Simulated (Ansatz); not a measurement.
Relaxation of H₃InOS₂ (7 atoms, charge 0, multiplicity 1), to a largest force component of 0.015 eV/Å in at most 40 steps.

Theory: Ansatz 0.2.0, RKS CAM-B3LYP-D4/def2-SVP.

```xyz
7
Properties=species:S:1:pos:R:3
O -1.764 0.574 -0.466
In 0.024 -0.080 -0.024
S 0.217 -2.421 -0.555
S 1.676 1.426 0.921
H -2.375 -0.064 -0.830
H -1.037 -2.389 -0.979
H 2.601 0.476 0.929
```

Task: Where does it end, and by what steps?

Result: The run converged. After 10 steps the energy has fallen by 0.091 eV; H6 moved furthest, 0.29 Å.

```csv
step,energy less start (eV),largest force component (eV/Å),accepted
0,0.0000,0.882,yes
1,-0.0634,0.403,yes
2,-0.0685,0.425,yes
3,-0.0688,0.343,yes
4,-0.0711,0.371,yes
5,-0.0074,1.754,no
6,-0.0889,0.071,yes
7,-0.0830,0.132,no
8,-0.0903,0.028,yes
9,-0.0905,0.122,yes
10,-0.0911,0.003,yes
```

```xyz
7
Properties=species:S:1:pos:R:3
O -1.802 0.746 -0.426
In -0.040 -0.088 -0.062
S 0.371 -2.404 -0.523
S 1.612 1.362 0.855
H -2.461 0.150 -0.803
H -0.882 -2.632 -0.970
H 2.544 0.388 0.923
```

Whether the end is a true minimum wasn't checked by a vibrational analysis.

Time of the run: 29 s on 2 threads of Intel(R) Xeon(R) Platinum 8375C CPU @ 2.90GHz (Ice Lake), with other jobs on the host, peak memory 0.27 GiB.
